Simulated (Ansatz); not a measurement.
CH₄ClFGaN, SMILES `C[NH][Ga]([F])[Cl]` from Hartree–Fock to CCSD(T)

```xyz
9

C    -0.575    0.753   -0.949
N     0.525    0.122   -0.252
Ga    0.400   -0.915    1.200
F    -1.186   -1.213    1.867
Cl    2.050   -1.813    2.179
H    -0.648    0.414   -1.989
H    -0.483    1.845   -0.953
H    -1.517    0.506   -0.458
H     1.434    0.302   -0.646
```

Total charge 0; spin multiplicity 1. Correlated methods include outer-core shells of Ga, which these sets cover unevenly. Scalar relativity is left out up to krypton. The structure was optimised at the PBE0-D4/def2-TZVP level. It is one conformer, not always the lowest. Frozen core, restricted reference, the Gaussian-basis code of Ansatz.

```tsv
basis	HF (Eh)	MP2 corr.
def2-SVP	-2576.41001	-0.83864
def2-TZVPP	-2577.05281	-1.04509
def2-QZVPP	-2577.11554	-1.36207
```

Estimate the CCSD correlation energy and the (T) correction in each basis where they were run (hartree).


```csv
basis,CCSD corr.,(T)
def2-SVP,-0.86366,-0.02204
def2-TZVPP,-1.07013,-0.04100
```
